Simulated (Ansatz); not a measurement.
Consider the substitution at a C–C bond: `CC/C=C(/C)CC` + `C[NH][GaH][CH3]` → `CC[N](C)[GaH][CH3]` + `C/C=C/CC`.

Calculated with Ansatz (gas phase, PBE0-D4/def2-TZVP geometries, no zero-point term in ΔE). CCSD(T)/CBS adds triple-zeta CCSD(T) − MP2 to the extrapolated MP2 energy (def2 sets, frozen cores). Double bonds are as drawn, so ΔE can hold a change between cis and trans. DFT in def2-TZVPP. B3LYP here is the variant with VWN-RPA as its local correlation; programs differ in this. HSE06 is defined as in plane-wave codes. For Ga outer-core shells are correlated without core-valence functions, which leaves a few kJ/mol of doubt a bond. Scalar relativity is left out up to krypton. One conformer a species, not always the lowest.

```
          level  ΔE (kJ/mol)  difference from CCSD(T)/CBS
    LDA (SPW92)         24.4                         -2.0
      revPBE-D4         23.7                         -2.7
         B97M-V         25.9                         -0.5
       B3LYP-D4         23.3                         -3.1
       HSE06-D4         26.4                          0.0
       BHLYP-D4         24.4                         -2.0
       PBE-QIDH         27.6                          1.2
           BLYP         21.4                         -5.0
           PBE0         26.3                         -0.1
      CAM-B3LYP         24.3                         -2.1
   MP2/def2-SVP         24.4                         -2.0
  HF/def2-TZVPP         24.1                         -2.3
CCSD/def2-TZVPP         24.9                         -1.5
   HF/CBS(def2)         24.4                         -2.0
  MP2/CBS(def2)         29.6                          3.2
 CCSD/CBS(def2)         26.7                          0.3
    CCSD(T)/CBS         26.4                            0
```

Largest T1 diagnostic among the species: 0.013.

Leaving LDA and LC-ωPBE aside and taking each functional with its dispersion term where it has one, the values, not all of them listed here, spread over 6.5 kJ/mol, from BLYP-D4 to PBE-QIDH. At CCSD(T), def2-SVP lies −6.0 kJ/mol from the extrapolated value and def2-TZVPP −1.8 kJ/mol. From BLYP to BHLYP (50 % exact exchange), in def2-TZVPP and without D4, ΔE moves by +3.6 kJ/mol.

CCSD(T)/CBS has its own doubt, a few kJ/mol and more with outer-core shells, so smaller differences from it don't rank the levels.
